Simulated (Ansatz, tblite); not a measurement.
Removing and adding an electron: TeAu₂. The state is a singlet with charge 0. Geometry: PBE0-D4/def2-TZVP. Ansatz, gas phase; energy differences of separate SCF runs; the oxidised species was run as a doublet alone; the reduced species was run as a doublet alone.

```tsv
atom	x (Å)	y (Å)	z (Å)
Au1	1.070	-1.446	0.340
Au2	-0.666	1.502	0.807
Te3	-0.404	-0.056	-1.147
```

In the def2 sets Au, Te take a core potential; there is no spin–orbit coupling. The xTB rows come from tblite. HOMO above LUMO, or a gap near zero within one spin, warns that the state may not be the lowest or that an electron is smeared out. The structure comes from a short search, and lower isomers may exist.

Task: Estimate orbital energies and vertical ionisation energies and electron affinities at: GFN1-xTB; GFN2-xTB; PBE-D4/def2-TZVP; PBE-D4/def2-TZVPD; r2SCAN-D4/def2-TZVP; r2SCAN-D4/def2-TZVPD; PBE0-D4/def2-TZVP; PBE0-D4/def2-TZVPD.

Result: 
```
               level  −HOMO (eV)  vertical IE (eV)  −LUMO (eV)  vertical EA (eV)  HOMO–LUMO gap (eV)  IE − EA (eV)                                                                   remarks
            GFN1-xTB       10.58             13.86        8.88              5.42                1.70          8.45                                                                         –
            GFN2-xTB        8.00             11.90        5.11              2.10                2.89          9.79                                                                         –
    PBE-D4/def2-TZVP        5.07              7.73        3.79                 –                1.28             –                                                                         –
   PBE-D4/def2-TZVPD        5.09                 –        3.79              1.67                1.30             –  HOMO above zero (-1 doublet), gap within one spin near zero (-1 doublet)
 r2SCAN-D4/def2-TZVP        5.20              7.68        3.60                 –                1.61             –                                                                         –
r2SCAN-D4/def2-TZVPD        5.21                 –        3.59              1.66                1.62             –                                              HOMO above zero (-1 doublet)
   PBE0-D4/def2-TZVP        5.90              7.65        2.97                 –                2.94             –                                                                         –
  PBE0-D4/def2-TZVPD        5.91                 –        2.96              1.52                2.95             –                                                                         –
```

Relaxing the oxidised species (PBE0-D4/def2-TZVP) changes its energy by -0.01 eV at PBE0-D4/def2-TZVP, so the adiabatic ionisation energy to this nearest minimum is 7.64 eV. At PBE-D4/def2-TZVP it is 7.72 eV.     A HOMO above zero means that the electron is unbound at that level or that self-interaction error raises the level; the energy of removing that electron tells which. Raw xTB energy differences between charge states are shifted by several eV; the methods need an empirical correction for them.
